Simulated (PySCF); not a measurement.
C7H10O.
Geometry (GFN2-xTB, Å), atoms numbered from 1 in this order:
```xyz
18
C7H10O angstrom
C      2.1037   -0.9878   -0.1863
C      1.4877    0.1809   -0.1822
C     -0.0027    0.3488    0.0158
C     -0.4758    1.6970   -0.5361
C     -0.7756   -0.7704   -0.6300
C     -1.8613   -1.3221   -0.1212
C     -0.1319    0.3098    1.5277
O     -0.3155    1.2559    2.2376
H      1.5676   -1.9156   -0.0694
H      3.1694   -1.0649   -0.3189
H      2.0453    1.1011   -0.2856
H     -1.5483    1.8019   -0.3911
H     -0.2551    1.7694   -1.5984
H      0.0225    2.5075   -0.0097
H     -0.4002   -1.0815   -1.5961
H     -2.3982   -2.0974   -0.6411
H     -2.2656   -1.0206    0.8315
H      0.0253   -0.7056    1.9417
```

The closed-shell SCF was solved with PySCF and density fitting under several settings on one GFN2-xTB geometry (grid level 2 and gas phase unless stated).

```csv
settings,basis functions,SCF cycles,E (Eh),HOMO (eV),LUMO (eV),dipole (D)
PBE0/pcSseg-1,186,14,-347.4691,-7.29,-0.94,2.60
BLYP/pcSseg-1,186,17,-347.7416,-5.70,-1.88,2.43
```

Estimate the row for these settings: PBE0/6-31++G**, start guess vsap, fitting basis def2-universal-jkfit.

| settings | basis functions | SCF cycles | E (Eh) | HOMO (eV) | LUMO (eV) | dipole (D) |
| --- | --- | --- | --- | --- | --- | --- |
| PBE0/6-31++G**, start guess vsap, fitting basis def2-universal-jkfit | 204 | 17 | -347.5275 | -7.29 | -0.99 | 2.70 |

Over all rows, what range does the HOMO–LUMO gap span?

From 3.82 eV (BLYP/pcSseg-1) to 6.35 eV (PBE0/pcSseg-1). The functional of the narrowest has no exact exchange, that of the widest 25 % exact exchange.

And the dipole moment?

From 2.43 D (BLYP/pcSseg-1) to 2.70 D (PBE0/6-31++G**, start guess vsap, fitting basis def2-universal-jkfit); the largest is 1.11 times the smallest, and the median is 2.60 D.

Compare two rows with the functional PBE0: PBE0/6-31++G**, start guess vsap, fitting basis def2-universal-jkfit and PBE0/pcSseg-1. Which energy is lower, and by how much?

PBE0/6-31++G**, start guess vsap, fitting basis def2-universal-jkfit (204 functions) lies 0.0584 Eh or 37 kcal/mol below PBE0/pcSseg-1 (186 functions).

Cycle counts include a coarse-grid stage where the run had one. All basis functions are spherical, in the Pople sets too.

One conformer stands for the species.
